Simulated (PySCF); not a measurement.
Unrelated species, one level of theory. Level of theory: TDDFT PBE0/def2-SVPD, vertical, gas phase, core orbitals frozen in the response (PySCF). Geometries: PBE0-D3(BJ)/def2-SVP; one conformer of each isolated species. Triplets are in the Tamm–Dancoff approximation. 'Strongest' means the level of largest summed f among the lowest 10 singlets; it needn't be the same kind of state in each. Relativistic effects are left out although some hold elements past zinc.

Task: Rank by computed HOMO energy, lowest first.
A. `Clc1ccncc1`
B. `C[Si](C)(C)c1ccccn1`
C. `[CH3][Ga]1[CH2]CC[CH2]1`
D. `C[Si](C)(C)C1=CC=NC=C1`
E. `CC(C)(C)[P@@H](=O)c1ccccc1`

Result: A (-7.78 eV), E (-7.45 eV), D (-7.21 eV), B (-7.02 eV), C (-6.63 eV).

| SMILES | HOMO (eV) | strongest (eV) | LUMO (eV) | gap (eV) | α (au) | f (S1) | S1 mainly |
| --- | --- | --- | --- | --- | --- | --- | --- |
| Clc1ccncc1 | -7.78 | 6.89 | -1.23 | 6.55 | 76.5 | 0.004 | H→L (99%) |
| CC(C)(C)[P@@H](=O)c1ccccc1 | -7.45 | 6.85 | -1.05 | 6.40 | 142.8 | 0.003 | H→L (37%) |
| C[Si](C)(C)c1ccncc1 | -7.21 | 6.72 | -1.00 | 6.21 | 124.8 | 0.006 | H→L (99%) |
| C[Si](C)(C)c1ccccn1 | -7.02 | 6.93 | -0.94 | 6.08 | 126.0 | 0.005 | H→L (99%) |
| [CH3][Ga]1[CH2]CC[CH2]1 | -6.63 | 6.43 | -0.61 | 6.02 | 87.0 | 0.000 | H→L (100%) |

H and L stand for HOMO and LUMO.
